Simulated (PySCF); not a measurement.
Compound: allyl methyl sulfone, C₄H₈O₂S.
Z-matrix (Å and degrees, PBE0-D3(BJ)/def2-SVP geometry), rows numbered from 1:
```
C 
C   1  1.3343
C   2  1.4868  1  124.15
S   3  1.8087  2  112.42  1  -118.45
C   4  1.7832  3  104.55  2    66.01
O   4  1.4593  3  107.23  2  -179.71
O   4  1.4619  3  107.31  2   -48.46
H   1  1.0950  2  121.60  3    -1.25
H   1  1.0928  2  121.26  3   179.60
H   2  1.0953  1  120.38  3  -178.51
H   3  1.1029  2  112.73  1   128.07
H   3  1.0998  2  113.99  1     3.73
H   5  1.0968  4  109.68  3   -58.69
H   5  1.0972  4  109.22  3    64.37
H   5  1.0983  4  104.72  3  -177.51
```

Computed with PySCF at PBE0/def2-SVPD, non-relativistic, on one gas-phase PBE0-D3(BJ)/def2-SVP geometry that isn't relaxed in the solvent. The solvent is an IEF-PCM continuum (van der Waals radii × 1.2). Specific hydrogen bonds and non-electrostatic terms are outside this model.

Gas phase at PBE0/def2-SVPD: HOMO -7.94 eV, LUMO -0.74 eV, dipole 4.79 D.

Q: What does the continuum do to the energy, the frontier levels and the dipole at PBE0/def2-SVPD in methanol and acetonitrile?

A: 
| solvent | ε | E(solvent) − E(gas) (kcal/mol) | polarisation term (kcal/mol) | distortion of the solute (kcal/mol) | HOMO (eV) | LUMO (eV) | dipole (D) |
| --- | --- | --- | --- | --- | --- | --- | --- |
| methanol | 32.61 | -11.16 | -13.41 | 2.25 | -7.73 | -0.38 | 6.32 |
| acetonitrile | 35.69 | -11.21 | -13.48 | 2.27 | -7.72 | -0.38 | 6.33 |

Polarisation term: ½ Σ q·V over the induced surface charges. Distortion: the rise of the solute's own energy as its density leaves the gas-phase optimum. The atom shares or the degeneracy of the HOMO differ from the gas phase in methanol and acetonitrile, so that column needn't follow one orbital. From methanol to acetonitrile the lowering changes by a factor 1.00, Onsager's factor (ε − 1)/(2ε + 1) by 1.00 and ε itself by 1.1.

Q: Which radius a makes the point-dipole formula ΔE = −[(ε − 1)/(2ε + 1)]·μ²/a³ give the value in acetonitrile, with the gas-phase dipole?

A: μ = 1.883 au and |ΔE| = 0.01786 Eh give a = 2.42 Å; the farthest nucleus lies 3.22 Å from the centroid of the nuclei, so such a sphere wouldn't even hold the nuclei. The formula assumes a rigid point dipole at the centre of a sphere.

Q: How does the static polarisability (PBE0/def2-SVPD, frozen core, with the continuum's full static response) change?

A: 
```csv
medium,isotropic (au),principal values (au),⟨r²⟩ of the electrons (bohr²)
gas,77.2,"67.6, 70.8, 93.2",940.3
methanol,104.1,"92.4, 96.4, 123.7",940.3
acetonitrile,104.3,"92.5, 96.5, 123.8",940.3
```

The isotropic value in acetonitrile is 1.35 times the gas-phase one; no cavity-field correction is applied. ⟨r²⟩ is taken about the centre of nuclear charge.
